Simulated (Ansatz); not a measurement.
GeHMe2(SiH3) (C₂H₁₀GeSi). Total charge 0; triplet. Geometry r2SCAN-D4/def2-SVP, that of the neutral singlet; atoms count from 1.

Cartesian coordinates in Å:
```
Ge 0.052 0.135 -0.568
H -0.054 0.238 -2.106
C -0.418 1.870 0.218
H 0.273 2.648 -0.141
H -0.350 1.824 1.315
H -1.442 2.163 -0.055
C 1.899 -0.319 -0.089
H 2.201 -1.277 -0.538
H 2.003 -0.401 1.004
H 2.587 0.463 -0.445
Si -1.439 -1.554 0.212
H -2.856 -1.246 -0.161
H -1.366 -1.649 1.706
H -1.088 -2.895 -0.352
```

At PBE0-D4/def2-TZVP a singlet of charge 0 lies 6.17 eV below the triplet at the same geometry.

(1) Estimate the Mulliken populations from the PBE0/def2-TZVP orbitals of Ansatz.

(2) Where does the spin sit?

(3) And the Mayer bond orders between heavy atoms (over 0.3)?

Answers

(1) 
```
atom  charge (e)  spin (α − β)
 Ge1        0.07          0.66
  H2        0.04          0.01
  C3       -0.35         -0.02
  H4        0.12          0.07
  H5        0.13          0.02
  H6        0.13          0.02
  C7       -0.35         -0.02
  H8        0.13          0.02
  H9        0.12          0.02
 H10        0.12          0.07
Si11       -0.17          0.92
 H12        0.00          0.11
 H13        0.01          0.00
 H14        0.00          0.11
```
Mulliken values depend strongly on the basis.

(2) Summed by element: Ge 0.66, H 0.46, C -0.04, Si 0.92, of 2 unpaired in all. Largest on single atoms: Si11 0.92, Ge1 0.66, H14 0.11.

(3) Ge1–C3 0.75 (1.96 Å); Ge1–C7 0.74 (1.96 Å); Ge1–Si11 1.10 (2.38 Å).
